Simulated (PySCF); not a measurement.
## TbF3(NH3) at several levels of theory

Computed with PySCF 2.14.0 (density fitting, no spin-orbit coupling) at the geometry relaxed with PBE0:

```xyz
8
TbF3(NH3) (singlet in the valence; each metal's 4f electrons, 8 of them, lie in its core potential, out of spins and levels)
Tb    0.1051   -0.1051    0.1051
F     1.0797    1.4052    1.0797
F    -1.4052   -1.0797    1.0797
F     1.0797   -1.0797   -1.4052
N    -1.3493    1.3493   -1.3493
H    -1.9602    1.9602   -0.8030
H    -0.8030    1.9602   -1.9602
H    -1.9602    0.8030   -1.9602
```

```
level                                                              basis    state  HOMO (eV)  gap (eV)  charge on Tb1 (e)  population of f-type functions on Tb1 (polarisation alone where 4f lies in the core)  dipole about the centre of mass (D)  largest force component (eV/Å)
 PBE0      Tb lcecp-1-SVP with ECP54, F def2-SVP, N def2-SVP, H def2-SVP  singlet      -9.41      8.59               1.18                                                                                  0.09                                 5.80                            0.01
wB97X                                                           the same  singlet     -11.89     12.92               1.18                                                                                  0.09                                 5.77                            0.10
 PBE0  Tb lcecp-1-TZVP with ECP54, F def2-TZVP, N def2-TZVP, H def2-TZVP  singlet      -9.59      8.58               1.61                                                                                  0.11                                 5.76                            0.23
```

In the lcecp rows the 4f levels are missing from HOMO and gap, and the state counts the valence alone.

Charges are Mulliken's, which hang on the basis. The relaxation used the grid (50, 194), these runs (75, 302) or, all-electron (x2c bases, spin-free X2C Hamiltonian), (99, 590).

Q: What does BP86 with Tb lcecp-1-SVP with ECP54, F def2-SVP, N def2-SVP, H def2-SVP give here?

A: state singlet, HOMO (eV) -7.54, gap (eV) 6.15, charge on Tb1 (e) 0.96, population of f-type functions on Tb1 (polarisation alone where 4f lies in the core) 0.09, dipole about the centre of mass (D) 5.71, largest force component (eV/Å) 0.25. Time: 5.1 s on 2 threads of Arm Neoverse V2, with other jobs on the host, from an already converged density.

In the first row's basis the gap widens with exact exchange: 6.1 eV for BP86 (none); 8.6 eV for PBE0 (a fixed share); 12.9 eV for wB97X (rising or full at long range).

An lcecp potential fixes the number of 4f electrons, so in runs with it no electron can move into or out of that shell.
